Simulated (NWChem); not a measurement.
Molecule: CH₃AlCl, doublet; SMILES [Cl][Al][CH3]

All runs: NWChem. Pople sets run with spherical d functions. Spin-unrestricted. Structure relaxed at the B3LYP/6-31G* (spherical d), spin-unrestricted level. The spin multiplicity was typed, not searched, and may not be the lowest. No stability test was run on the SCF state. Vertical excitations in the gas phase; the lowest state need not have the same character in each row. Excited states of an open shell can be spin-contaminated.

Task: Order these by “lowest excitation (eV)”, lowest first: B3LYP/6-31G*, TDA; PBE/6-31G*, TDA; BHandHLYP/6-31G*, TDA.

Result: PBE/6-31G*, TDA (2.52), B3LYP/6-31G*, TDA (2.65), BHandHLYP/6-31G*, TDA (2.77)
